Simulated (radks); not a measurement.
Results of a calculation; reference values are marked as such.
Ar I, 18 electrons, occupied as [He] 2s2 2p5 3s2 3p6 4f1 (not the ground configuration).

Code: a radial shooting solver on a logarithmic mesh with Libxc functionals. Model: Dirac Kohn-Sham, PBE, spin-unpolarised, spherical densities, finite nucleus; open shells fill j = l - 1/2 first; Fermi nuclear charge, rms radius 3.4274 fm.

Energy parts (Ry):
total: -1040.22914
kinetic: 1046.77840
electron-nucleus: -2455.53639
Hartree: 427.30876
exchange-correlation: -58.77990

Orbitals (lengths in bohr, moments of r in powers of bohr; r(max) is where P^2 peaks):
| orbital | occ. | eigenvalue (Ry) | <r^4> | <r^2> | r(max) | <r> |
|---|---|---|---|---|---|---|
| 1s1/2 | 2 | -233.2885 | 0.0002514 | 0.009875 | 0.05605 | 0.08568 |
| 2s1/2 | 2 | -24.49189 | 0.06768 | 0.1953 | 0.3347 | 0.4060 |
| 2p1/2 | 2 | -19.86453 | 0.05635 | 0.1644 | 0.2748 | 0.3645 |
| 2p3/2 | 3 | -19.69067 | 0.05755 | 0.1663 | 0.2766 | 0.3667 |
| 3s1/2 | 2 | -2.79907 | 6.420 | 1.973 | 1.115 | 1.306 |
| 3p1/2 | 2 | -1.69513 | 11.10 | 2.480 | 1.180 | 1.447 |
| 3p3/2 | 4 | -1.67797 | 11.33 | 2.506 | 1.185 | 1.455 |
| 4f5/2 | 1 | -0.03211 | 147900 | 332.2 | 16.76 | 17.52 |
| 4f7/2 | 0 | -0.03211 | 147900 | 332.2 | 16.76 | 17.52 |

The highest occupied level is 4f5/2 at -0.437 eV. The density falls to 0.001 e/bohr^3 at r = 3.35 bohr.
